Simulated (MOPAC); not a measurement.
MOPAC input (AM1):

```
AM1 PRECISE GNORM=0.05 LET XYZ CHARGE=-1 GEO-OK AUX(PRECISION=9) THREADS=1
CBF2O

O    -2.14244300 1    0.35652700 1    0.42178000 1
C    -0.97085300 1    0.16156100 1    0.19113100 1
B     0.41490800 1   -0.06904600 1   -0.08168200 1
F     1.25785600 1    0.89164700 1   -0.65122800 1
F     1.06326900 1   -1.27790900 1    0.19427100 1
```

From the output:

```
                                                       MOPAC v23.2.5 Linux

          FINAL HEAT OF FORMATION =       -207.79305 KCAL/MOL =    -869.40614 KJ/MOL

          COSMO AREA              =         96.63 SQUARE ANGSTROMS
          COSMO VOLUME            =         78.58 CUBIC ANGSTROMS

          GRADIENT NORM           =          0.04179          =       0.01869 PER ATOM
          IONIZATION POTENTIAL    =          2.008443 EV
          HOMO LUMO ENERGIES (EV) =         -2.008  7.587
          NO. OF FILLED LEVELS    =         14
          MOLECULAR WEIGHT        =         76.8172         POINT GROUP:  Cs

          MOLECULAR DIMENSIONS (Angstroms)

            Atom       Atom       Distance
            F     4    O     1     3.43560
            F     5    O     1     2.02330
            C     2    F     5     0.65979

          SCF CALCULATIONS        =         35

   ATOM   CHEMICAL          X               Y               Z
  NUMBER   SYMBOL      (ANGSTROMS)     (ANGSTROMS)     (ANGSTROMS)

     1       O         -2.06721182  *   0.25232750  *   0.17143083  *
     2       C         -0.94220580  *   0.33528474  *   0.64212872  *
     3       B          0.35476670  *  -0.09141828  *  -0.15275942  *
     4       F          1.22607674  *   0.78181409  *  -0.65149788  *
     5       F          1.04859756  *  -1.19370873  *   0.11930138  *

                             CARTESIAN COORDINATES

   1    O       -2.067211822     0.252327499     0.171430830
   2    C       -0.942205798     0.335284744     0.642128719
   3    B        0.354766702    -0.091418285    -0.152759420
   4    F        1.226076735     0.781814087    -0.651497882
   5    F        1.048597559    -1.193708734     0.119301384

           Empirical Formula: C O B F2  =     5 atoms

      MOLECULAR POINT GROUP   :   Cs

                  EIGENVALUES
 -44.73326 -42.68270 -32.31430 -18.17311 -14.44705 -11.41048 -11.11444 -10.75774
  -8.62373  -8.54939  -8.18382  -8.14542  -7.29163  -2.00844   7.58670   7.62785
   9.25077  12.54678  12.63141  12.92875

              NET ATOMIC CHARGES AND DIPOLE CONTRIBUTIONS

  ATOM NO.   TYPE          CHARGE      No. of ELECS.   s-Pop       p-Pop
    1          O          -0.424153        6.4242     1.90107     4.52308
    2          C          -0.059201        4.0592     1.65415     2.40505
    3          B           0.004548        2.9955     1.34339     1.65206
    4          F          -0.260594        7.2606     1.88373     5.37686
    5          F          -0.260600        7.2606     1.88374     5.37686
 DIPOLE           X         Y         Z       TOTAL
 POINT-CHG.     1.806    -0.143     0.049     1.813
 HYBRID         0.699    -0.471    -1.045     1.343
 SUM            2.505    -0.614    -0.996     2.765

          ATOMIC ORBITAL ELECTRON POPULATIONS

     Atom    s        px        py        pz
    1  O   1.90107   1.30687   1.50787   1.70835
    2  C   1.65415   0.84251   0.59960   0.96293
    3  B   1.34339   0.74621   0.51598   0.38987
    4  F   1.88373   1.77923   1.77128   1.82635
    5  F   1.88374   1.84446   1.66099   1.87141

 **********************
 *                    *
 * JOB ENDED NORMALLY *
 *                    *
 **********************

 == MOPAC DONE ==
```

The dipole moment of an ion depends on the origin.

The geometry given is a B3LYP-D3(BJ)/def2-TZVP minimum.
